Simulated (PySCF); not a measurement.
PySCF input file for p-cresol (C7H8O), SMILES Cc1ccc(O)cc1, TDA-PBE/def2-SVPD. The structure is a stationary point at ωB97X-D3(BJ)/def2-SVP. Other conformers were not sampled.

```python
import numpy as np
from pyscf import gto, scf, dft, tdscf

mol = gto.M(
    atom='''
    C     0.01739269   -2.89129977    0.00000000
    C     0.01369917   -1.38039095   -0.00000000
    C     1.20032422   -0.64346376    0.00000000
    C     1.19224617    0.75443568   -0.00000000
    C    -0.02078447    1.44602537   -0.00000000
    O    -0.09416298    2.80402779    0.00000000
    C    -1.22175186    0.72496877   -0.00000000
    C    -1.19493017   -0.66530724    0.00000000
    H    -0.49843649   -3.29217968   -0.88783590
    H     1.04354282   -3.28791351    0.00000001
    H    -0.49843649   -3.29217967    0.88783590
    H     2.16099453   -1.16812707    0.00000000
    H     2.13747388    1.30836267   -0.00000000
    H     0.79829423    3.16769138   -0.00000000
    H    -2.16491384    1.27673547    0.00000000
    H    -2.14238932   -1.21442051   -0.00000000
    ''',
    basis='def2-SVPD',
    charge=0,
    spin=0,
    symmetry=True,
    max_memory=1600,
    verbose=4,
)
mf = dft.RKS(mol, xc='pbe').density_fit(auxbasis='def2-universal-jkfit')
mf.grids.level = 3
mf.conv_tol = 1e-9
mf.max_cycle = 100
mf.kernel()
mf.grids = dft.Grids(mol).set(level=1).build(with_non0tab=True)  # coarser grid for the response kernel
td = tdscf.TDA(mf)
td.singlet = True
td.nstates = 6
td.conv_tol = 1e-4
td.positive_eig_threshold = 1e-6
td.kernel(x0=td.get_init_guess(mf, 11))
td.analyze()
tt = tdscf.TDA(mf)
tt.singlet = False
tt.nstates = 2
tt.conv_tol = 1e-4
tt.positive_eig_threshold = 1e-6
tt.kernel(x0=tt.get_init_guess(mf, 7))
tt.analyze(verbose=3)
```

It prints:

```
PySCF version 2.14.0

[INPUT] verbose = 4
[INPUT] num. atoms = 16
[INPUT] num. electrons = 58
[INPUT] charge = 0
[INPUT] spin (= nelec alpha-beta = 2S) = 0
[INPUT] symmetry True subgroup None
[INPUT] Mole.unit = angstrom
[INPUT] Symbol           X                Y                Z      unit          X                Y                Z       unit  Magmom
[INPUT]  1 C      0.017392690000  -2.891299770000   0.000000000000 AA    0.032867420669  -5.463764709318   0.000000000000 Bohr   0.0
[INPUT]  2 C      0.013699170000  -1.380390950000   0.000000000000 AA    0.025887679434  -2.608560840328   0.000000000000 Bohr   0.0
[INPUT]  3 C      1.200324220000  -0.643463760000   0.000000000000 AA    2.268284036482  -1.215970277483   0.000000000000 Bohr   0.0
[INPUT]  4 C      1.192246170000   0.754435680000   0.000000000000 AA    2.253018734362   1.425676813800   0.000000000000 Bohr   0.0
[INPUT]  5 C     -0.020784470000   1.446025370000   0.000000000000 AA   -0.039276955944   2.732591918473   0.000000000000 Bohr   0.0
[INPUT]  6 O     -0.094162980000   2.804027790000   0.000000000000 AA   -0.177942243273   5.298844568769   0.000000000000 Bohr   0.0
[INPUT]  7 C     -1.221751860000   0.724968770000   0.000000000000 AA   -2.308776407578   1.369992424163   0.000000000000 Bohr   0.0
[INPUT]  8 C     -1.194930170000  -0.665307240000   0.000000000000 AA   -2.258090759280  -1.257248472290   0.000000000000 Bohr   0.0
[INPUT]  9 H     -0.498436490000  -3.292179680000  -0.887835900000 AA   -0.941908456590  -6.221317948058  -1.677766694557 Bohr   0.0
[INPUT] 10 H      1.043542820000  -3.287913510000   0.000000010000 AA    1.972010129056  -6.213256055157   0.000000018897 Bohr   0.0
[INPUT] 11 H     -0.498436490000  -3.292179670000   0.887835900000 AA   -0.941908456590  -6.221317929161   1.677766694557 Bohr   0.0
[INPUT] 12 H      2.160994530000  -1.168127070000   0.000000000000 AA    4.083687818383  -2.207440240991   0.000000000000 Bohr   0.0
[INPUT] 13 H      2.137473880000   1.308362670000   0.000000000000 AA    4.039240231611   2.472447117905   0.000000000000 Bohr   0.0
[INPUT] 14 H      0.798294230000   3.167691380000   0.000000000000 AA    1.508557461521   5.986069155346   0.000000000000 Bohr   0.0
[INPUT] 15 H     -2.164913840000   1.276735470000   0.000000000000 AA   -4.091094240880   2.412680371818   0.000000000000 Bohr   0.0
[INPUT] 16 H     -2.142389320000  -1.214420510000   0.000000000000 AA   -4.048529066993  -2.294922163955   0.000000000000 Bohr   0.0

nuclear repulsion = 341.74190590424
point group symmetry = Cs
symmetry origin: [-6.51629677e-10  1.91417763e-16  3.25814850e-10]
symmetry axis x: [1.00000000e+00 2.98387725e-10 1.93481352e-10]
symmetry axis y: [ 2.98387725e-10 -1.00000000e+00  1.22533011e-10]
symmetry axis z: [-1.93481352e-10  1.22533076e-10  1.00000000e+00]
num. orbitals of irrep A' = 158
num. orbitals of irrep A" = 69
number of shells = 97
number of NR pGTOs = 323
number of NR cGTOs = 227
basis = def2-SVPD
ecp = {}


******** <class 'pyscf.df.df_jk.DFSymAdaptedRKS'> ********
method = DFSymAdaptedRKS
initial guess = minao
damping factor = 0
level_shift factor = 0
DIIS = <class 'pyscf.scf.diis.CDIIS'>
diis_start_cycle = 1
diis_space = 8
diis_damp = 0
SCF conv_tol = 1e-09
SCF conv_tol_grad = None
SCF max_cycles = 100
direct_scf = False
XC library pyscf.dft.libxc version 7.1.2
    S. Lehtola, C. Steigemann, M. J. T. Oliveira, and M. A. L. Marques,  SoftwareX 7, 1–5 (2018)
XC functionals = pbe
    J. P. Perdew, K. Burke, and M. Ernzerhof,  Phys. Rev. Lett. 77, 3865 (1996)
    J. P. Perdew, K. Burke, and M. Ernzerhof,  Phys. Rev. Lett. 78, 1396 (1997)
    J. P. Perdew, K. Burke, and M. Ernzerhof,  Phys. Rev. Lett. 77, 3865 (1996)
    J. P. Perdew, K. Burke, and M. Ernzerhof,  Phys. Rev. Lett. 78, 1396 (1997)
radial grids:
    Treutler-Ahlrichs [JCP 102, 346 (1995); DOI:10.1063/1.469408] (M4) radial grids

becke partition: Becke, JCP 88, 2547 (1988); DOI:10.1063/1.454033
pruning grids: <function nwchem_prune>
grids dens level: 3
symmetrized grids: True
atomic radii adjust function: <function treutler_atomic_radii_adjust>
small_rho_cutoff = 0
Freeze 0 electrons in irreps []
    58 free electrons in irreps A' A"
Set gradient conv threshold to 3.16228e-05
Initial guess from minao.
tot grids = 191376
init E= -346.940803900625
HOMO (A") = -0.275992315823259  LUMO (A") = -0.116801795124907  gap/eV = 4.33179
cycle= 1 E= -345.995198947878  delta_E= 0.946  |g|= 0.739  |ddm|= 12.3
HOMO (A") = -0.10009844301467  LUMO (A') = 0.0111552602792  gap/eV = 3.02737
cycle= 2 E= -345.760348951094  delta_E= 0.235  |g|= 1.29  |ddm|= 4.13
HOMO (A") = -0.191263400169162  LUMO (A") = -0.0335548947039481  gap/eV = 4.29147
cycle= 3 E= -346.114627060895  delta_E= -0.354  |g|= 0.208  |ddm|= 2.32
HOMO (A") = -0.197843476460507  LUMO (A") = -0.0480449276565774  gap/eV = 4.07623
cycle= 4 E= -346.12380018865  delta_E= -0.00917  |g|= 0.0596  |ddm|= 0.615
HOMO (A") = -0.19589111629582  LUMO (A") = -0.0448581797021079  gap/eV = 4.10982
cycle= 5 E= -346.124481319332  delta_E= -0.000681  |g|= 0.0296  |ddm|= 0.215
HOMO (A") = -0.19523479552277  LUMO (A") = -0.0440684993311655  gap/eV = 4.11344
cycle= 6 E= -346.124711276222  delta_E= -0.00023  |g|= 0.00955  |ddm|= 0.0989
HOMO (A") = -0.195263254012937  LUMO (A") = -0.0442199180883912  gap/eV = 4.11010
cycle= 7 E= -346.124736150072  delta_E= -2.49e-05  |g|= 0.00338  |ddm|= 0.0332
HOMO (A") = -0.195325095937535  LUMO (A") = -0.0442365784451181  gap/eV = 4.11133
cycle= 8 E= -346.124739183435  delta_E= -3.03e-06  |g|= 0.000517  |ddm|= 0.0084
HOMO (A") = -0.195333240380935  LUMO (A") = -0.0442287783022066  gap/eV = 4.11176
cycle= 9 E= -346.124739193776  delta_E= -1.03e-08  |g|= 0.000429  |ddm|= 0.00219
HOMO (A") = -0.19533531509797  LUMO (A") = -0.0442406525183207  gap/eV = 4.11150
cycle= 10 E= -346.124739244642  delta_E= -5.09e-08  |g|= 0.000103  |ddm|= 0.0012
HOMO (A") = -0.195343717917477  LUMO (A") = -0.0442463704875577  gap/eV = 4.11157
cycle= 11 E= -346.124739247058  delta_E= -2.42e-09  |g|= 5.39e-05  |ddm|= 0.000429
HOMO (A") = -0.195340993261842  LUMO (A") = -0.0442428878257696  gap/eV = 4.11159
cycle= 12 E= -346.124739247781  delta_E= -7.24e-10  |g|= 1.03e-05  |ddm|= 0.000152
HOMO (A") = -0.195339241214846  LUMO (A") = -0.0442429457671959  gap/eV = 4.11154
Extra cycle  E= -346.124739247716  delta_E= 6.46e-11  |g|= 1.94e-05  |ddm|= 7.32e-05
converged SCF energy = -346.124739247716
tot grids = 61216
Overwritten attributes  positive_eig_threshold  of <class 'pyscf.tdscf.rks.TDA'>


******** <class 'pyscf.tdscf.rks.TDA'> for <class 'pyscf.df.df_jk.DFSymAdaptedRKS'> ********
nstates = 6 singlet
deg_eia_thresh = 1.000e-03
wfnsym = None
conv_tol = 0.0001
eigh lindep = 1e-12
eigh level_shift = 0
eigh max_cycle = 100


Excitation energies (eV)
[4.73237337 5.14174914 5.58261054 5.7747239  6.09404462 6.20588251]

** Singlet excitation energies and oscillator strengths **
Excited State   1:   A'      4.73237 eV    261.99 nm  f=0.0309
      28 -> 31       -0.31686
      29 -> 30       -0.62399
Excited State   2:   A"      5.14175 eV    241.13 nm  f=0.0000
      29 -> 32       -0.70667
Excited State   3:   A"      5.58261 eV    222.09 nm  f=0.0003
      29 -> 33        0.70676
Excited State   4:   A'      5.77472 eV    214.70 nm  f=0.1164
      28 -> 30       -0.33714
      29 -> 31        0.59078
Excited State   5:   A"      6.09404 eV    203.45 nm  f=0.0016
      28 -> 32       -0.70684
Excited State   6:   A"      6.20588 eV    199.78 nm  f=0.0002
      29 -> 34        0.70015

** Transition electric dipole moments (AU) **
state          X           Y           Z        Dip. S.      Osc.
  1         0.5042     -0.1130      0.0000      0.2669      0.0309
  2         0.0000     -0.0000     -0.0190      0.0004      0.0000
  3        -0.0000      0.0000      0.0471      0.0022      0.0003
  4         0.0346     -0.9066      0.0000      0.8231      0.1164
  5        -0.0000     -0.0000      0.1044      0.0109      0.0016
  6         0.0000      0.0000     -0.0401      0.0016      0.0002

** Transition velocity dipole moments (imaginary part, AU) **
state          X           Y           Z        Dip. S.      Osc.
  1        -0.0587     -0.0043      0.0000      0.0035      0.0133
  2         0.0000     -0.0000     -0.0114      0.0001      0.0005
  3        -0.0000     -0.0000      0.0204      0.0004      0.0013
  4        -0.0063     -0.0665      0.0000      0.0045      0.0140
  5        -0.0000     -0.0000      0.0205      0.0004      0.0013
  6        -0.0000     -0.0000      0.0031      0.0000      0.0000

** Transition magnetic dipole moments (imaginary part, AU) **
state          X           Y           Z
  1         0.0000     -0.0000     -0.2573
  2         0.2713      0.0175     -0.0000
  3        -0.0037      0.0047      0.0000
  4        -0.0000      0.0000      0.0514
  5         0.0251      0.2907     -0.0000
  6        -0.4325      0.0475      0.0000


******** <class 'pyscf.tdscf.rks.TDA'> for <class 'pyscf.df.df_jk.DFSymAdaptedRKS'> ********
nstates = 2 triplet
deg_eia_thresh = 1.000e-03
wfnsym = None
conv_tol = 0.0001
eigh lindep = 1e-12
eigh level_shift = 0
eigh max_cycle = 100


Excitation energies (eV)
[3.8017149  3.97362378]

** Triplet excitation energies and oscillator strengths **
Excited State   1:   A'      3.80171 eV    326.13 nm  f=0.0000
Excited State   2:   A'      3.97362 eV    312.02 nm  f=0.0000
```

Self-consistency was reached.

Cost: around 2.7 core-minutes (rough).
